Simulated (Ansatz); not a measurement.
A nudged elastic band was laid between two geometries of FH + H2O + H4Sn (10 atoms, charge 0, multiplicity 1).

Method: UKS PBE0-D4/def2-SVP (Ansatz).

* movable images: 5
* climbing image: yes
* spring: 5.0 eV/Å²
* optimiser: quadratic models (default)
* start path: through a guess of the saddle point
* force threshold: 0.03 eV/Å
* iteration limit: 60
* end points: relaxed

First end point:

```xyz
10
Properties=species:S:1:pos:R:3
Sn -0.826 -1.193 -0.315
H 0.853 -0.914 -0.655
H -1.042 -2.833 -0.799
H -1.136 -1.073 1.353
H -1.789 -0.210 -1.319
H 0.584 1.605 0.775
O -0.342 1.593 0.487
H 1.803 0.075 0.135
F 2.251 0.753 0.602
H -0.356 2.197 -0.263
```

Last end point:

```xyz
10
Properties=species:S:1:pos:R:3
Sn -1.368 -0.609 0.090
H 2.505 -0.085 -1.355
H -0.299 -1.756 -0.579
H -1.726 -0.820 1.736
H -2.761 -0.398 -0.887
H 0.762 0.783 0.940
O -0.449 1.203 0.070
H 2.259 -0.040 -0.635
F 1.331 0.184 1.432
H -0.254 1.539 -0.813
```

**Question.** What changes between the two ends?

**Answer.** Bonds broken: Sn1–H2, H6–O7, H8–F9. Bonds formed: Sn1–O7, H2–H8, H6–F9. FH + H2O + H4Sn becomes FH + H2 + H4OSn.

**Question.** Give the energies along the band, and the barrier.

**Answer.** The forces met the threshold. The highest image is number 2 of 0 to 6, 1.07 eV above the first end and 1.06 eV above the last; the last end lies 0.01 eV above the first. A vibrational analysis at the climbing image gives one clearly imaginary mode, 1047i cm⁻¹: a first-order saddle point. The orbitals stay closed-shell, which can raise the energy where a bond breaks towards radicals; this wasn't checked here.

| image | path coordinate (Å) | energy (eV) | Sn1–H2 (Å) | H6–O7 (Å) | H8–F9 (Å) |
| --- | --- | --- | --- | --- | --- |
| 0 | 0.00 | 0.00 | 1.74 | 0.97 | 0.94 |
| 1 | 1.37 | 0.21 | 1.73 | 0.97 | 0.94 |
| 2 | 2.74 | 1.07 | 2.06 | 1.11 | 1.23 |
| 3 | 4.19 | 0.10 | 3.18 | 1.57 | 2.13 |
| 4 | 5.64 | 0.07 | 3.55 | 1.57 | 2.19 |
| 5 | 7.08 | 0.04 | 4.10 | 1.56 | 2.21 |
| 6 | 8.53 | 0.01 | 4.17 | 1.55 | 2.28 |

**Question.** What is the geometry of the highest image?

**Answer.** 
```xyz
10
Properties=species:S:1:pos:R:3
Sn -0.908 -0.807 -0.138
H 1.059 -0.970 0.453
H -0.390 -1.785 -1.447
H -1.260 -1.541 1.363
H -2.358 -0.027 -0.694
H 0.919 1.282 0.167
O -0.183 1.227 0.078
H 1.608 -0.196 0.408
F 2.091 0.930 0.315
H -0.577 1.886 -0.504
```

**Question.** What are the harmonic wavenumbers there?

**Answer.** 1047i, 66, 181, 236, 331, 465, 535, 610, 652, 717, 766, 797, 830, 941, 1106, 1214, 1366, 1691, 1816, 1847, 1923, 1962, 2308, 3904 cm⁻¹.

The band took 38 iterations and of the order of 12 core-minutes.

The run took 6.1 min on 2 threads of AMD EPYC 9R14 (Zen 4) (shared host), peak memory 0.28 GiB.
